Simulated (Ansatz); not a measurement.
Cost and result for the atomization energy of C$_{2}$H$_{6}$OSSi (`[SiH3]C1(S)CO1`) (11 atoms, 11 bonds).

```xyz
11

Si    1.053    1.235    0.107
C    -0.093   -0.199   -0.333
S     0.665   -1.407   -1.407
C    -1.174   -0.562    0.586
O    -1.451    0.166   -0.594
H     1.560    1.872   -1.134
H     0.254    2.204    0.898
H     2.195    0.731    0.910
H    -0.170   -2.428   -1.148
H    -1.526   -1.592    0.594
H    -1.311   -0.019    1.520
```

Total charge 0; spin multiplicity 1. Geometry: relaxed with PBE0-D4/def2-TZVP. It is one conformer, not always the lowest. Program: Ansatz. All runs use 4 threads of a server CPU on a shared host. Times are those of one run each, without the atoms' runs, and a repeat can differ threefold. Electronic energies, without spin–orbit coupling; frozen cores. CCSD(T)/CBS adds CCSD(T) − MP2 in def2-TZVPP to the MP2 limit, and its time is that of the two runs behind it. T1 = 0.013. HSE06 is the plane-wave form, built on full-range PBE exchange.

CCSD(T)/CBS is a level of theory with its own doubt, some kJ/mol a heavy atom from the limit and from the frozen cores, so smaller differences don't rank the functionals.

| level | functions | wall time |
| --- | --- | --- |
| revPBE-D4/def2-TZVPP | 261 | 2.3 s |
| PBE-D4/def2-TZVPP (with forces) | 261 | 2.8 s |
| BHLYP-D4/def2-TZVPP | 261 | 3.5 s |
| HSE06-D4/def2-TZVPP | 261 | 3.8 s |
| CCSD(T)/def2-SVP | 108 | 4.7 s |
| r2SCANh-D4/def2-TZVPP | 261 | 6 s |
| B2PLYP/def2-TZVPP | 261 | 6 s |
| PBE-QIDH/def2-TZVPP | 261 | 6.5 s |
| ωB97X-V/def2-TZVPP | 261 | 8.5 s |
| B97M-V/def2-TZVPP | 261 | 11 s |
| MP2/def2-QZVPP | 491 | 25 s |
| CCSD(T)/def2-TZVPP | 261 | 2.6 min |
| CCSD(T)/CBS(def2) | – | 3 min |

(1) What atomization energy does each give, and how far from CCSD(T)/CBS? (Estimate.)

Answers

(1) Computed: 
```csv
level,atomization (kcal/mol),difference from CCSD(T)/CBS,per bond
revPBE-D4/def2-TZVPP,918.0,-0.2,0.0
PBE-D4/def2-TZVPP (with forces),940.5,22.3,2.0
BHLYP-D4/def2-TZVPP,884.9,-33.3,-3.0
HSE06-D4/def2-TZVPP,921.6,3.4,0.3
CCSD(T)/def2-SVP,861.0,-57.2,-5.2
r2SCANh-D4/def2-TZVPP,915.5,-2.7,-0.2
B2PLYP/def2-TZVPP,904.6,-13.6,-1.2
PBE-QIDH/def2-TZVPP,911.7,-6.5,-0.6
ωB97X-V/def2-TZVPP,925.0,6.8,0.6
B97M-V/def2-TZVPP,922.9,4.7,0.4
MP2/def2-QZVPP,923.5,5.3,0.5
CCSD(T)/def2-TZVPP,891.7,-26.5,-2.4
CCSD(T)/CBS(def2),918.2,0.0,0.0
```

Leaving LDA and LC-ωPBE aside and taking each functional with its dispersion term where it has one, the values spread over 55.6 kcal/mol, from BHLYP-D4 to PBE-D4. LDA lies +131.4 kcal/mol from PBE without D4, its usual overbinding. The D4 term adds +10.2 kcal/mol with B3LYP and +5.3 kcal/mol with PBE0; it sums over pairs of atoms, weighted by their polarisabilities, and B3LYP, whose exchange is more repulsive, gets the larger term. From PBE to PBE0 (25 % exact exchange), in def2-TZVPP and without D4, the atomization energy moves by −18.6 kcal/mol: exact exchange takes away binding that semilocal exchange gives to molecules.

B3LYP here is the variant with VWN-RPA as its local correlation; programs differ in this.
